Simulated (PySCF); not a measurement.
CH$_{3}$S (SMILES C[S]), doublet, at a GFN2-xTB geometry. Base run: PySCF with BLYP/pcseg-1.

Input for PySCF:
```python
from pyscf import gto, scf, dft

mol = gto.Mole()
mol.atom = '''
    C    -1.104298   -0.033029   -0.002672
    S     0.687163    0.020553    0.001663
    H    -1.436201   -0.647450   -0.835764
    H    -1.446032   -0.462069    0.935869
    H    -1.486597    0.978850   -0.110675
'''
mol.basis = 'pcseg-1'
mol.charge = 0
mol.spin = 1
mol.verbose = 5
mol.build()

mf = dft.UKS(mol)
mf.xc = 'blyp'
mf.kernel()
mf.analyze()
```

Each row names what was changed in the base input (with any setting that the change needs).

```csv
change,ΔE vs base (mEh),fitting functions,dipole (D)
base,0.000,-,1.81
auxbasis = cc-pvtz-jkfit,-0.043,290,1.81
auxbasis = default (with mf = mf.density_fit()),-0.025,374,1.81
auxbasis = even-tempered beta=1.6,-0.007,553,1.81
auxbasis = def2-universal-jkfit,-0.047,257,1.81
auxbasis = even-tempered beta=3.0,-1.210,256,1.80
auxbasis = even-tempered beta=2.0,-0.025,374,1.81
auxbasis = cc-pvqz-jkfit,-0.021,407,1.81
auxbasis = def2-svp-ri,-646.5,152,1.79
auxbasis = def2-universal-jfit,-0.180,133,1.80
```

A fitting set is made for a task (jfit for Coulomb, jkfit for Coulomb and exchange, ri for correlation) and for a family of orbital bases.

Open shells are given as the SCF converged; they aren't shown to be the lowest states, and a large step between rows can be another state.
